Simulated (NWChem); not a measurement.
BeSiH$_{4}$; SMILES [BeH][SiH3]

```xyz
6

Be    -0.0002    -1.6635     0.0062
H     -0.0014    -3.0035     0.0095
Si    -0.0018     0.5297     0.0010
H      1.1720     1.0956    -0.7433
H      0.0530     1.0966     1.3895
H     -1.2347     1.0898    -0.6460
```
Atoms are numbered in this order, from 1.

Level: PBE0/def2-SVP (NWChem), optimised geometry, unscaled harmonic frequencies. 

Problem. List the harmonic frequencies with IR intensities, and the thermochemistry.

Solution. 
```tsv
frequency (cm⁻¹)	IR intensity (km/mol)
367	52.6
367	52.7
572	9.8
581	48.6
581	48.5
867	131.4
936	38.5
936	38.6
2140	186.5
2198	26.4
2202	94.6
2202	94.6
```

```yaml
zero_point_energy: 19.9 kcal/mol
thermal correction to the enthalpy at 298.15 K (with zero-point energy): 23.2 kcal/mol
heat capacity Cv: 13.7 cal/(mol K)
entropy at 298.15 K and 1 atm (symmetry number 3): 60.0 cal/(mol K)
dipole_moment: 0.40 D
```

Rigid rotor and harmonic oscillator.
